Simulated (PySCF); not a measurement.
**Electron correlation in Ho (holmium, neutral)**

[Xe] 4f11 6s1 7s1, one real determinant (an excited configuration). Calculation: PySCF 2.14, in x2c-TZVPPall with one added diffuse shell each of s, p, d, f type (12s8p8d5f2g, 129 functions); scalar relativity by spin-free X2C-1e. Frozen: [Kr] 4d10; 21 electrons correlated.

MP2 pair energies summed by pair of shells (mhartree):

| pair | energy | share (%) |
| --- | --- | --- |
| 4f-4f | -424.02 | 47.0 |
| 4f-5p | -230.42 | 25.6 |
| 5p-5p | -121.15 | 13.4 |
| 4f-5s | -51.10 | 5.7 |
| 5s-5p | -31.89 | 3.5 |
| 5p-6s | -19.14 | 2.1 |
| 4f-6s | -11.17 | 1.2 |
| 5s-5s | -6.04 | 0.7 |
| 6s-7s | -2.11 | 0.2 |
| 5p-7s | -2.05 | 0.2 |
| 4f-7s | -1.23 | 0.1 |
| 5s-6s | -0.99 | 0.1 |
| 5s-7s | -0.10 | 0.0 |

Total MP2 correlation energy: -901.41 mhartree.

Same-spin part -351.54 and opposite-spin part -549.87 mhartree; SCS-MP2 scales them by 1/3 and 6/5 to -777.02 mhartree.

The reference is one real determinant that mixes LS terms of this configuration.
